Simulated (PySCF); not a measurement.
Calculated elemental compositions, with the atomic weights C 12.011, N 14.007, O 15.999, H 1.008, S 32.060, Si 28.085, P 30.974.

Task: A compound of molar mass 136.15 g/mol holds 20.58 % nitrogen, 61.75 % carbon, 11.75 % oxygen and 5.92 % hydrogen by mass. What is its formula?

Result: Dividing out the atomic weights: N 2.00, C 7.00, O 1.00, H 8.00. So C7H8N2O. One species with this formula is `C([C@@]1(C)C(CC#N)=C1)(N)=O`.

Task: A compound of molar mass 73.11 g/mol holds 4.14 % hydrogen, 43.85 % sulfur, 32.86 % carbon and 19.16 % nitrogen by mass. What is its formula?

Result: Dividing out the atomic weights: H 3.00, S 1.00, C 2.00, N 1.00. So C2H3NS. One species with this formula is `S(C)C#N` (methyl thiocyanate).

Task: A compound of molar mass 139.30 g/mol holds 40.32 % silicon, 10.05 % nitrogen, 6.51 % hydrogen and 43.11 % carbon by mass. What is its formula?

Result: Per cent/100 × molar mass / atomic weight: Si 2.00, N 1.00, H 9.00, C 5.00. So C5H9NSi2. One species with this formula is `C(#N)C1=C(C[SiH3])C[SiH2]1`.

Task: A compound of molar mass 156.06 g/mol holds 10.25 % oxygen, 39.69 % phosphorus, 46.18 % carbon and 3.88 % hydrogen by mass. What is its formula?

Result: Atoms of each element: O 1.00, P 2.00, C 6.00, H 6.01. So C6H6OP2. One species with this formula is `C=C/P=P/c1ccco1`.

Task: A compound of molar mass 156.18 g/mol holds 20.53 % sulfur, 5.81 % hydrogen, 19.83 % phosphorus and 53.83 % carbon by mass. What is its formula?

Result: Per cent/100 × molar mass / atomic weight: S 1.00, H 9.00, P 1.00, C 7.00. So C7H9PS. One species with this formula is `CSc1ccc(C)cp1`.
